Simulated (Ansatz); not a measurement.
```xyz
16

C    -0.8233   -0.7674   -0.7585
C    -0.7341   -0.7983    0.7879
C    -0.7942    0.8278   -0.7789
C    -0.7585    0.7355    0.7886
C     0.8044   -0.8235   -0.7800
C     0.8045   -0.7602    0.8186
C     0.7873    0.7773   -0.8292
C     0.7863    0.7504    0.8198
H    -1.3984   -1.4474   -1.3801
H    -1.3800   -1.4494    1.4044
H    -1.4432    1.4539   -1.4200
H    -1.4497    1.3825    1.3987
H     1.4211   -1.4572   -1.4377
H     1.3825   -1.4166    1.4527
H     1.3998    1.4411   -1.4534
H     1.4615    1.4223    1.4011
```

Basis set: STO-3G (spherical functions). Left uncorrelated: 8 orbitals. Charge 0, multiplicity 1.

Computed with Ansatz (development build ahead of 0.2.0); each method stands on the lowest determinant of its kind that the runs found. Restricted open shells among the atoms or ions are ROHF, correlated in semicanonical orbitals with singles.

The atomization energy at this shape (free ground-state atoms in the same class of orbitals less the molecule, no zero-point energy) of singlet C8H8:

```tsv
method	atomization energy
RHF	66.32 eV
```

Q: What does RHF-MP2 give?

A: 75.83 eV. Caution: the shape is not the minimum.

This basis has no polarisation functions and is too small for such energies, which can lie far from measured ones in either direction.
